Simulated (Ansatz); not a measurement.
Relaxation of BFH4OS (8 atoms, charge 0, multiplicity 1), to a largest force component of 0.03 eV/Å in at most 50 steps.

The calculation used RKS revPBE-D4/def2-SVP in Ansatz 0.2.0.

```xyz
8
Properties=species:S:1:pos:R:3:forces:R:3
B 0.041 -0.264 -0.043 -0.02 0.03 -0.74
F -0.031 -0.509 1.275 -0.05 -0.31 0.64
H 1.109 -0.029 -0.560 0.04 0.01 -0.03
O -1.072 -0.385 -0.822 0.04 -0.03 0.02
H -1.858 -0.653 -0.309 0.03 0.02 0.02
S -0.288 2.666 0.892 0.01 -0.32 0.34
H -1.546 2.371 0.467 -0.01 0.00 0.01
H -0.266 1.557 1.719 -0.03 0.59 -0.26
```

Problem. Where does it end, and by what steps?

Solution. It converged. After 8 steps the energy has fallen by 0.056 eV; H8 moved furthest, 0.41 Å.

```csv
step,energy less start (eV),largest force component (eV/Å),accepted
0,0.0000,0.736,yes
1,-0.0493,0.210,yes
2,-0.0523,0.084,yes
3,-0.0537,0.054,yes
4,-0.0541,0.120,yes
5,-0.0551,0.094,yes
6,-0.0555,0.066,yes
7,-0.0558,0.031,yes
8,-0.0559,0.015,yes
```

```xyz
8
Properties=species:S:1:pos:R:3
B 0.058 -0.366 -0.106
F 0.002 -0.676 1.212
H 1.121 -0.116 -0.628
O -1.074 -0.419 -0.861
H -1.851 -0.680 -0.329
S -0.293 2.749 0.896
H -1.536 2.376 0.486
H -0.339 1.886 1.949
```

Whether the end is a true minimum wasn't checked by a vibrational analysis.

Time of the run: 15 s on 1 thread of Intel(R) Xeon(R) Platinum 8488C (Sapphire Rapids), with other jobs on the host, peak memory 0.16 GiB.
